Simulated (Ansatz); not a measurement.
`[SH][Ga]([Br])[Br]` + H–F → `[F][Ga]([SH])[Br]` + HBr  (ligand exchange at a Ga–Br bond)

Program: Ansatz. Geometries: PBE0-D4/def2-TZVP. ΔE: electronic, gas phase. CCSD(T)/CBS is the MP2 limit (def2-TZVPP, def2-QZVPP) plus CCSD(T) − MP2 in def2-TZVPP, frozen cores. This one scheme is used for every species. Functionals use def2-TZVPP. HSE06 is defined as in plane-wave codes. For Br, Ga outer-core shells are correlated without core-valence functions, which leaves a few kJ/mol of doubt a bond. Scalar relativity is left out up to krypton. Each species was taken in one conformer, which may not be the lowest.

`[SH][Ga]([Br])[Br]`:

Z-matrix (Å, degrees):
```
Ga
S 1 2.179
Br 1 2.273 2 121.2
Br 1 2.267 2 119.7 3 180.0
H 2 1.345 1 92.5 3 0.0
```

H–F:

```xyz
2

F     0.362   -0.089    0.270
H    -0.362    0.089   -0.270
```

`[F][Ga]([SH])[Br]`:

Cartesian coordinates in Å:
```
F 0.001 -1.558 0.996
Ga 0.437 -0.050 0.235
S -1.020 0.912 -1.056
Br 2.496 0.766 0.670
H -1.915 -0.070 -0.844
```

HBr:

Cartesian coordinates in Å:
```
Br 0.562 -0.431 0.050
H -0.562 0.431 -0.050
```

```json
{"level": "revPBE-D4", "ΔE (kJ/mol)": "45.4", "difference from CCSD(T)/CBS": "-5.5"}
{"level": "BLYP-D4", "ΔE (kJ/mol)": "37.6", "difference from CCSD(T)/CBS": "-13.3"}
{"level": "r2SCAN-D4", "ΔE (kJ/mol)": "40.9", "difference from CCSD(T)/CBS": "-10.0"}
{"level": "PBE0-D4", "ΔE (kJ/mol)": "51.7", "difference from CCSD(T)/CBS": "0.8"}
{"level": "HSE06-D4", "ΔE (kJ/mol)": "52.3", "difference from CCSD(T)/CBS": "1.4"}
{"level": "ωB97M-V", "ΔE (kJ/mol)": "42.7", "difference from CCSD(T)/CBS": "-8.2"}
{"level": "B2PLYP", "ΔE (kJ/mol)": "39.7", "difference from CCSD(T)/CBS": "-11.2"}
{"level": "PBE-QIDH", "ΔE (kJ/mol)": "51.5", "difference from CCSD(T)/CBS": "0.6"}
{"level": "PBE", "ΔE (kJ/mol)": "40.1", "difference from CCSD(T)/CBS": "-10.8"}
{"level": "revPBE", "ΔE (kJ/mol)": "38.6", "difference from CCSD(T)/CBS": "-12.3"}
{"level": "BLYP", "ΔE (kJ/mol)": "28.5", "difference from CCSD(T)/CBS": "-22.4"}
{"level": "r2SCANh", "ΔE (kJ/mol)": "42.9", "difference from CCSD(T)/CBS": "-8.0"}
{"level": "r2SCAN0", "ΔE (kJ/mol)": "46.9", "difference from CCSD(T)/CBS": "-4.0"}
{"level": "BHLYP", "ΔE (kJ/mol)": "40.3", "difference from CCSD(T)/CBS": "-10.6"}
{"level": "CCSD(T)/def2-SVP", "ΔE (kJ/mol)": "26.1", "difference from CCSD(T)/CBS": "-24.8"}
{"level": "MP2/def2-QZVPP", "ΔE (kJ/mol)": "53.9", "difference from CCSD(T)/CBS": "3.0"}
{"level": "CCSD(T)/CBS", "ΔE (kJ/mol)": "50.9", "difference from CCSD(T)/CBS": "0"}
```

Largest T1 diagnostic among the species: 0.012.

The D4 term adds +8.0 kJ/mol with B3LYP and +4.4 kJ/mol with PBE0; it sums over pairs of atoms, weighted by their polarisabilities, and B3LYP, whose exchange is more repulsive, gets the larger term. Leaving LDA and LC-ωPBE aside and taking each functional with its dispersion term where it has one, the values, not all of them listed here, spread over 17.8 kJ/mol, from B97M-V to HSE06-D4. LDA lies +3.0 kJ/mol from PBE without D4.

CCSD(T)/CBS has its own doubt, a few kJ/mol and more with outer-core shells, so smaller differences from it don't rank the levels.

B3LYP here is the variant with VWN-RPA as its local correlation; programs differ in this.
